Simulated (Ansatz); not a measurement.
Isolated molecules relaxed with PBE0-D4/def2-TZVP in Ansatz; ΔE leaves out vibrations. CBS: MP2 limit from def2 TZ/QZ plus the TZ coupled-cluster correction, frozen cores. For Br, Ge outer-core shells are correlated without core-valence functions, which leaves a few kJ/mol of doubt a bond. Scalar relativity is left out up to krypton. One conformer a species, not always the lowest.

Consider the redistribution: `[SiH3][O][Al]([Cl])[Cl]` + `[OH][Ge][Br]` → `[SiH3][O][Al]([Cl])[Br]` + `[OH][Ge][Cl]`.

| species | CCSD(T)/CBS(def2) energy (Eh) |
| --- | --- |
| `[SiH3][O][Al]([Cl])[Cl]` | -1527.87393 |
| `[OH][Ge][Br]` | -4725.27533 |
| `[SiH3][O][Al]([Cl])[Br]` | -3641.41232 |
| `[OH][Ge][Cl]` | -2611.73425 |

Problem. Work out ΔE.

Solution. ΔE = (-3641.41232) + (-2611.73425) − (-1527.87393) − (-4725.27533) = 0.00269 Eh = +7.1 kJ/mol.

Largest T1 diagnostic among the species: 0.014.

At CCSD(T), def2-SVP lies +4.1 kJ/mol from the extrapolated value and def2-TZVPP +0.3 kJ/mol. Leaving LDA and LC-ωPBE aside and taking each functional with its dispersion term where it has one, the values, not all of them listed here, spread over 3.6 kJ/mol, from ωB97X-V to BLYP-D4.
